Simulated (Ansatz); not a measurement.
# Ligand exchange: CH7ClSi2 + InH2(OH) → CH8OSi2 + InH2Cl

Species: CH7ClSi2 `C[SiH2][SiH2]Cl`, singlet; InH2(OH), singlet; CH8OSi2 `C[SiH2][SiH2]O`, singlet; InH2Cl `[Cl][InH2]`, singlet. The partners trade Cl for OH: Si–Cl and In–OH bonds give way to Si–OH and In–Cl.

Shapes, held fixed at every level: PBE0-D4/def2-TZVP. Flexible molecules stand in one conformer, not always the lowest. Programs: Ansatz 0.2.0. Electronic energies: no zero-point or thermal term.

```
               level                    kind  ΔE (kJ/mol)  less CCSD(T)/def2-TZVPP
   PBE-D4/def2-TZVPP                     GGA        -66.8                     +9.2
r2SCAN-D4/def2-TZVPP                meta-GGA        -75.8                     +0.2
  PBE0-D4/def2-TZVPP           global hybrid        -76.1                     -0.1
  wB97M-V/def2-TZVPP  range-separated hybrid        -77.1                     -1.1
  wB97X-V/def2-TZVPP  range-separated hybrid        -76.3                     -0.3
      MP2/def2-TZVPP     perturbation theory        -73.7                     +2.3
  CCSD(T)/def2-TZVPP   coupled cluster or CI        -76.0                      0.0
```

The highest level, CCSD(T)/def2-TZVPP, gives ΔE = -76.0 kJ/mol; the levels span -77.1 to -66.8. The column of differences is taken from that level and isn't an error. No measured value is set beside it here. For atoms past krypton def2 sets carry core potentials with scalar relativity. Outer-core shells of In are correlated in most correlated rows, in sets that cover them unevenly.
